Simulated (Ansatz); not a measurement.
Consider the ligand exchange at the In–N bond: `CC[N](C)[InH2]` + silanol → `[SiH3][O][InH2]` + ethylmethylamine.

Program: Ansatz. Geometries: PBE0-D4/def2-TZVP. ΔE: electronic, gas phase. CCSD(T)/CBS is the MP2 limit (def2-TZVPP, def2-QZVPP) plus CCSD(T) − MP2 in def2-TZVPP, frozen cores. Functionals use def2-TZVPP. HSE06 is defined as in plane-wave codes. Elements past krypton have def2 core potentials. For In outer-core shells are correlated without core-valence functions, which leaves a few kJ/mol of doubt a bond. One conformer a species, not always the lowest.

Task: Is it downhill or uphill in electronic energy at CCSD(T)/CBS, and by how much? (An estimate is asked.)

Result: Computed: Downhill: ΔE = -38.9 kJ/mol.

Task: What do these levels give: BLYP-D4, ωB97X-V, HSE06, LC-ωPBE, MP2/def2-TZVPP, SCS-MP2/def2-QZVPP? (An estimate is asked.)

Result: The calculation gave: BLYP-D4 -40.7, ωB97X-V -48.1, HSE06 -46.1, LC-ωPBE -50.5, MP2/def2-TZVPP -35.4, SCS-MP2/def2-QZVPP -43.6 kJ/mol.

Largest T1 diagnostic among the species: 0.016.

In def2-TZVPP, CCSD(T) changes the Hartree–Fock value by +34.1 kJ/mol (the triples alone add +5.1 kJ/mol) and MP2 by +38.1 kJ/mol. From PBE to PBE0 (25 % exact exchange), in def2-TZVPP and without D4, ΔE moves by −4.5 kJ/mol. The D4 term adds +8.4 kJ/mol with B3LYP and +4.5 kJ/mol with PBE0; it sums over pairs of atoms, weighted by their polarisabilities, and B3LYP, whose exchange is more repulsive, gets the larger term.

B3LYP here is the variant with VWN-RPA as its local correlation; programs differ in this.
